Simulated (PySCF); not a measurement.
FHMgO, SMILES [OH][Mg][F]. Coordinates come from a PBE-D3(BJ)/def2-TZVP optimisation. The values are those of a single conformer.

Computed with PySCF with PBE-D3(BJ)/def2-TZVP.

Harmonic wavenumbers (cm⁻¹): 154, 161, 290, 564, 861, 3881. Rotational constants (GHz): 1539, 4.312, 4.300; symmetry number 1.

**Question.** Work out the zero-point energy and the ideal-gas rigid-rotor harmonic-oscillator thermochemistry at 298.15 K and 1 atm.

**Answer.** ZPE = ½ Σ hcν = ½ × 5911 cm⁻¹ = 35.36 kJ/mol. H − E(el) = 50.36 kJ/mol. Entropy in J/(mol K): translation 159.87, rotation 83.51, vibration 30.59, total 273.98. G − E(el) = -31.33 kJ/mol. Cp = 63.15 J/(mol K).
